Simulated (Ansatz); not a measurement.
```yaml
crystal:
  periodic: [false, false, false]
  atoms:
    - {symbol: N, position_ang: [-2.476680, 0.824384, -0.017582]}
    - {symbol: Al, position_ang: [-0.834802, 0.461396, -0.185337]}
    - {symbol: D, position_ang: [0.889529, -1.181101, 1.013214]}
    - {symbol: B, position_ang: [0.987102, -0.002486, -0.308863]}
    - {symbol: Zn, position_ang: [2.391590, 0.545445, -1.503479]}
    - {symbol: H, position_ang: [-3.199189, 0.325758, -0.424657]}
    - {symbol: H, position_ang: [-2.835170, 1.523422, 0.547459]}
    - {symbol: H, position_ang: [-0.310662, -1.436441, 1.767540]}
    - {symbol: H, position_ang: [1.909155, -2.035026, 1.545611]}
    - {symbol: H, position_ang: [3.479118, 0.974639, -2.433906]}
basis:
  gaussian: {orbitals: aug-pcseg-2}
hamiltonian: {xc: {name: revPBE0}}
output: {forces: true}
```

```sh
$ ansatz run in.yaml --threads 4 --pin off --events-out ev --progress --plain --max-ram 10444MiB
```

It prints (some lines left out):

```
Error: YAML parse error: error: line 6 column 16: `D` is not an element symbol (H … Og, case-exact)
 --> <input>:6:16
4 |     - {symbol: N, position_ang: [-2.476680, 0.824384, -0.017582]}
5 |     - {symbol: Al, position_ang: [-0.834802, 0.461396, -0.185337]}
6 |     - {symbol: D, position_ang: [0.889529, -1.181101, 1.013214]}
7 |     - {symbol: B, position_ang: [0.987102, -0.002486, -0.308863]}
8 |     - {symbol: Zn, position_ang: [2.391590, 0.545445, -1.503479]}
```

(1) What is wrong with this run?

Results:

(1) An element symbol is wrong. The program refused the input.
